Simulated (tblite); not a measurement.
Run record: tight-binding relaxation, `[BH]C1C[SiH2]C1` [radical].

Computed with GFN2-xTB geometry optimisation, gas phase (tblite 0.8.0). Start geometry: from a force field or distance geometry. The command runs a driver script over a list of jobs; the input below is this job's line of settings and its coordinates in Å.

Command:
```bash
OMP_NUM_THREADS=1 python probes_run.py task.json out
```

Input:
```
{"job": {"kind": "relax", "xc": "GFN2-xTB", "basis": "xTB"}, "charge": 0, "multiplicity": 2}
B      1.723000     0.790100    -1.093400
C      0.880500     0.129300     0.092500
C      0.004200    -1.045300    -0.347700
Si    -1.561300    -0.211700     0.239100
C     -0.237500     1.022500     0.649100
H      2.540300     0.170800    -1.659400
H      1.571100    -0.187800     0.915600
H     -0.027300    -1.196500    -1.447000
H      0.211600    -1.977600     0.214700
H     -2.442100     0.209300    -0.846700
H     -2.121100    -0.860500     1.446700
H     -0.392400     1.963400     0.072900
H     -0.153500     1.194600     1.746000
```

Question: What does the run print?

Answer: 
```
step      E/eV     max force
  0    -362.08103    1.719
  1    -362.21987    0.804
  2    -362.27023    0.548
  3    -362.33451    0.861
  4    -362.37359    0.641
  5    -362.39423    0.355
  6    -362.40385    0.227
  7    -362.41096    0.313
  8    -362.41588    0.268
  9    -362.42083    0.203
... (67 lines left out)
 77    -362.45424    0.036
 78    -362.45432    0.021
 79    -362.45436    0.015
 80    -362.45438    0.013
 81    -362.45443    0.012
 82    -362.45446    0.012
 83    -362.45448    0.014
 84    -362.45450    0.013
 85    -362.45452    0.010
 86    -362.45453    0.007
```

«max force» is the largest atomic force in eV/Å.

Question: From which step on does the largest force stay under 0.1 eV/Å, and how much energy is left to gain from there?

Answer: From step 13 (0.092 eV/Å), 18.9 meV above the end.

In short: energy lowered by 8.6 kcal/mol over 86 steps; largest atomic force 0.007 eV/Å at the end.

Time: 0.36 s. Hardware: Arm Neoverse V2, one thread, shared host with 192 logical CPUs at a one-minute load of 53.
Labels such as C1 count atoms from 1, the log's own numbers from 0.
